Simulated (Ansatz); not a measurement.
The same path of CH6BFSSi (11 atoms, charge 0, multiplicity 1) was run twice with different band settings. The coordinate that changes most is the dihedral C2–S3–Si4–H11.

These are results of Ansatz, RKS PBE/def2-SVP, not measurements.

Relaxed end points:

```xyz
11
Properties=species:S:1:pos:R:3
B -0.704 1.724 1.452
C -0.466 0.633 0.362
S 1.060 -0.383 0.583
Si 0.909 -1.686 -1.098
F 1.169 -0.905 -2.521
H 0.133 2.017 2.284
H -1.761 2.329 1.423
H -0.405 1.213 -0.593
H -1.367 -0.010 0.241
H -0.474 -2.264 -1.197
H 1.971 -2.726 -0.916
```

```xyz
11
Properties=species:S:1:pos:R:3
B -0.731 1.710 1.453
C -0.238 0.771 0.308
S 0.153 -0.960 0.820
Si 0.742 -1.789 -1.054
F -0.523 -1.933 -2.093
H -1.004 1.302 2.564
H -0.881 2.889 1.190
H 0.612 1.233 -0.243
H -1.082 0.770 -0.426
H 1.285 -3.153 -0.756
H 1.734 -0.897 -1.743
```

Common settings: spring 5.0 eV/Å²; optimiser quadratic models (default); start path through a guess of the saddle point; force threshold 0.05 eV/Å; iteration limit 60; end points relaxed.

| run | movable images | climbing image |
| --- | --- | --- |
| 1 | 7 | yes |
| 2 | 8 | no |

(1) What does each run give, and how far can it be trusted?

Results:

(1) Run 1: converged after 8 iterations, highest image 0.150 eV above the first end. A vibrational analysis at the climbing image gives one clearly imaginary mode, 110i cm⁻¹, and a faint second one (31i cm⁻¹) that may be numerical noise or a soft torsion: probably a first-order saddle point.
Run 2: converged after 12 iterations, highest image 0.144 eV above the first end. No image climbed, so the highest image needn't sit at the top of the path.
